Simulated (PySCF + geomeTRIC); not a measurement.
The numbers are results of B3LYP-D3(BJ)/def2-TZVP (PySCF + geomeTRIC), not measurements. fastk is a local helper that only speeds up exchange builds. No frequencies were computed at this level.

```python
import json, numpy as np
from pyscf import gto, dft
from fastk import lowrank_exchange
atoms = """
N      2.047110     0.895925     0.194292
C      1.123611     0.222872     0.181940
C     -0.067479    -0.576292     0.178960
S     -1.527740     0.450325    -0.274935
H     -0.004019    -1.355393    -0.581928
H     -0.235454    -1.023539     1.160819
H     -1.336023     1.386104     0.654354
"""
def scf(charge, spin, dm0=None):
    mol = gto.M(atom=atoms, basis='def2-tzvp', ecp={}, charge=charge, spin=spin, verbose=3, max_memory=5040)
    mf = dft.KS(mol, xc='b3lyp').density_fit(auxbasis="def2-universal-jkfit")
    mf.disp = 'd3bj'
    mf.grids.level = 3
    mf.conv_tol = 1e-8
    mf.max_cycle = 60
    mf.kernel(dm0)
    if not mf.converged:
        mf = mf.newton().run(mf.mo_coeff, mf.mo_occ).undo_soscf()
    return mf
mf = scf(0, 0)
from pyscf.geomopt.geometric_solver import kernel as optimize
path = []
done, mol = optimize(mf, maxsteps=80, assert_convergence=False, callback=lambda env: path.append((env["energy"], bool(env["g_scanner"].converged))))
res = dict(converged=bool(done and path[-1][1]), energy=path[-1][0], path=[e for e, c in path], xyz=mol.atom_coords(unit="Angstrom").tolist(), nao=mol.nao)
json.dump(res, open("result.json", "w"))
```

Output:

```
converged SCF energy = -531.027805650938
Geometry optimization cycle 1
converged SCF energy = -531.027805651815
cycle 1: E = -531.027805652  dE = -531.028  norm(grad) = 0.0244669
Geometry optimization cycle 2
converged SCF energy = -531.028514834523
cycle 2: E = -531.028514835  dE = -0.000709183  norm(grad) = 0.00525543
Geometry optimization cycle 3
converged SCF energy = -531.028579004796
cycle 3: E = -531.028579005  dE = -6.41703e-05  norm(grad) = 0.00252313
Geometry optimization cycle 4
converged SCF energy = -531.028608768377
cycle 4: E = -531.028608768  dE = -2.97636e-05  norm(grad) = 0.00152687
Geometry optimization cycle 5
converged SCF energy = -531.028618095434
cycle 5: E = -531.028618095  dE = -9.32706e-06  norm(grad) = 0.00126324
Geometry optimization cycle 6
converged SCF energy = -531.028628183746
cycle 6: E = -531.028628184  dE = -1.00883e-05  norm(grad) = 0.000904368
Geometry optimization cycle 7
converged SCF energy = -531.028630285062
cycle 7: E = -531.028630285  dE = -2.10132e-06  norm(grad) = 0.000449255
Geometry optimization cycle 8
converged SCF energy = -531.028630809889
cycle 8: E = -531.02863081  dE = -5.24827e-07  norm(grad) = 0.000258022
Geometry optimization cycle 9
converged SCF energy = -531.028630911457
cycle 9: E = -531.028630911  dE = -1.01568e-07  norm(grad) = 0.000207985
<class 'geometric.internal.Distance'> : 6
<class 'geometric.internal.Angle'> : 7
<class 'geometric.internal.LinearAngle'> : 2
<class 'geometric.internal.Dihedral'> : 3
<class 'geometric.internal.TranslationX'> : 1
<class 'geometric.internal.TranslationY'> : 1
<class 'geometric.internal.TranslationZ'> : 1
<class 'geometric.internal.RotationA'> : 1
<class 'geometric.internal.RotationB'> : 1
<class 'geometric.internal.RotationC'> : 1
Step    0 : Gradient = 9.248e-03/1.780e-02 (rms/max) Energy = -531.0278056518
Step    1 : Displace = 2.915e-02/4.867e-02 (rms/max) Trust = 1.000e-01 (=) Grad = 1.986e-03/4.069e-03 (rms/max) E (change) = -531.0285148345 (-7.092e-04) Quality = 1.089
Step    2 : Displace = 1.138e-02/2.115e-02 (rms/max) Trust = 1.414e-01 (+) Grad = 9.537e-04/1.449e-03 (rms/max) E (change) = -531.0285790048 (-6.417e-05) Quality = 1.427
Step    3 : Displace = 1.256e-02/2.295e-02 (rms/max) Trust = 2.000e-01 (+) Grad = 5.771e-04/9.416e-04 (rms/max) E (change) = -531.0286087684 (-2.976e-05) Quality = 1.209
Step    4 : Displace = 7.092e-03/1.399e-02 (rms/max) Trust = 2.828e-01 (+) Grad = 4.775e-04/1.022e-03 (rms/max) E (change) = -531.0286180954 (-9.327e-06) Quality = 1.593
Step    5 : Displace = 1.171e-02/2.284e-02 (rms/max) Trust = 3.000e-01 (+) Grad = 3.418e-04/4.772e-04 (rms/max) E (change) = -531.0286281837 (-1.009e-05) Quality = 1.290
Step    6 : Displace = 3.751e-03/7.149e-03 (rms/max) Trust = 3.000e-01 (=) Grad = 1.698e-04/3.079e-04 (rms/max) E (change) = -531.0286302851 (-2.101e-06) Quality = 1.303
Step    7 : Displace = 1.338e-03/2.166e-03 (rms/max) Trust = 3.000e-01 (=) Grad = 9.752e-05/1.868e-04 (rms/max) E (change) = -531.0286308099 (-5.248e-07) Quality = 1.056
Step    8 : Displace = 5.431e-04/7.675e-04 (rms/max) Trust = 3.000e-01 (=) Grad = 7.861e-05/1.387e-04 (rms/max) E (change) = -531.0286309115 (-1.016e-07) Quality = 0.535
Converged! =D
```

Cost: very roughly 2.0 core-minutes.
